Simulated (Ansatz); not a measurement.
Input for Ansatz (development build ahead of 0.2.0):

```yaml
crystal:
  periodic: [false, false, false]
  atoms:
    - { symbol: K, position_ang: [0.04774, 0.00765, -1.26625] }
    - { symbol: Cl, position_ang: [0.0332, -0.03553, 1.38936] }
basis:
  gaussian: { orbitals: def2-TZVP }
hamiltonian:
  xc: hf
output:
  forces: true
```

The input is written out in the form of the current development build from the run's settings.

Results

```json
{
 "Converged": "yes",
 "Total energy": "-1058.74640 hartree",
 "Spin squared of the determinant": "0.000",
 "Stability test": "minimum among restricted orbitals"
}
```

Forces (eV/Å):
| atom | Fx | Fy | Fz |
| --- | --- | --- | --- |
| K1 | 0.003 | 0.009 | -0.537 |
| Cl2 | -0.003 | -0.009 | 0.537 |
